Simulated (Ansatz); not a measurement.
`CC(C)B(F)F` + H₂S → `FB(F)S` + propane at 600 K and 1 bar (ligand exchange at a B–C bond).

Calculated with Ansatz (gas phase, PBE0-D4/def2-TZVP geometries, no zero-point term in ΔE). CCSD(T)/CBS adds triple-zeta CCSD(T) − MP2 to the extrapolated MP2 energy (def2 sets, frozen cores). This one scheme is used for every species. Each species was taken in one conformer, which may not be the lowest.

```
     species  CCSD(T)/CBS energy (Eh)  H − E (kJ/mol)  S (J/(mol·K))
`CC(C)B(F)F`               -342.89198           337.2          456.6
         H₂S               -398.97279            60.8          230.9
    `FB(F)S`               -622.90532            88.0          340.4
       `CCC`               -118.98051           315.9          335.6
```

H − E and S are ideal-gas, rigid-rotor, harmonic terms from PBE0-D4/def2-TZVP, for one conformer and one mirror image of each species. 1 Eh = 2625.50 kJ/mol, R = 8.31446 J/(mol·K).

Problem. By hand: ΔE, ΔH, ΔS and ΔG.

Solution. ΔE = (-622.90532) + (-118.98051) − (-342.89198) − (-398.97279) = -0.02106 Eh = -55.3 kJ/mol. Δ(H − E) = 88.0 + 315.9 − 337.2 − 60.8 = 5.9, so ΔH = -49.4 kJ/mol. ΔS = 340.4 + 335.6 − 456.6 − 230.9 = -11.5 J/(mol·K). ΔG = -49.4 − 600 × (-11.5)/1000 = -42.5 kJ/mol.

Problem. By hand: the equilibrium constant, and the temperature at which ΔG would vanish if ΔH and ΔS stayed fixed.

Solution. log₁₀ K = −ΔG/(RT ln 10) = 3.7. ΔG = 0 at ΔH/ΔS = 4296 K, far beyond where these terms or the molecules hold.

The number of gas molecules stays the same, so ΔS is small and ΔH decides. A doubt of 5 kJ/mol in ΔE shifts log₁₀ K by 0.4 here. Other conformers and mirror images would add mixing entropy, several J/(mol·K) or more a flexible species. Modes under 60 cm⁻¹, often nearly free rotors, make the harmonic entropy too high. These are equilibria of isolated gas molecules and say nothing of rates. Largest T1 diagnostic: 0.013 (customary marks: 0.02 for closed shells, 0.045 for open ones).
